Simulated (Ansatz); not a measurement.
```yaml
crystal:
  periodic: [false, false, false]
  atoms:
    - {symbol: Br, position_ang: [0.779048, 0.506430, 1.865853]}
    - {symbol: As, position_ang: [-0.764285, -0.142467, 0.239512]}
    - {symbol: Br, position_ang: [0.404738, -1.898771, -0.758780]}
    - {symbol: Br, position_ang: [-0.419491, 1.534799, -1.346586]}
basis:
  gaussian: {orbitals: def2-mTZVP, point_charges: [{charge: 1.00, position_ang: [3.682, -0.545, -0.210]}]}
hamiltonian: {xc: {name: PBEsol}, dispersion: d3bjatm}
output: {forces: true}
```

```sh
$ ansatz run in.yaml --threads 4 --pin off --events-out ev --progress --plain --max-ram 10444MiB
```

It prints (some lines left out):

```
Functional definition: PBEsol
1456 factors; their error is unknown
mean field evaluation 1: about -270763.1953 eV, gradient 3.0e1 eV
mean field evaluation 2: about -270758.0947 eV, gradient 5.4e1 eV
mean field evaluation 4: about -270764.6676 eV, gradient 2.6e0 eV
mean field evaluation 8: about -270764.6163 eV, gradient 1.6e-1 eV
mean field evaluation 16: about -270764.6164 eV, gradient 1.1e-5 eV
mean field -270764.61636630 eV, -9950.4161206128 hartree, gradient 1.1e-5 eV, S^2 0.000000; 0 other end points of the search recorded, 0 dependent functions left out
reference -270764.61640033 eV, -9950.4161218634 hartree; 69, 69 occupied and 75, 75 virtual orbitals, 1456 factors
Total energy: -270764.71323836 eV, -9950.4196805955 hartree
Atom 0 at     0.779048     0.506430     1.865853 Å, force     0.518553     0.094752     0.316981 eV/Å
Atom 1 at    -0.764285    -0.142467     0.239512 Å, force    -0.783842     0.287899    -0.056409 eV/Å
Atom 2 at     0.404738    -1.898771    -0.758780 Å, force     0.530844    -0.429296    -0.237292 eV/Å
Atom 3 at    -0.419491     1.534799    -1.346586 Å, force     0.021054     0.072395    -0.073278 eV/Å
Dipole moment:    -0.645798     0.099473     0.042239 e Å
```

Run time 2.5 s (4 threads of an Arm Neoverse N1 on a shared host); peak host memory 0.42 GiB.
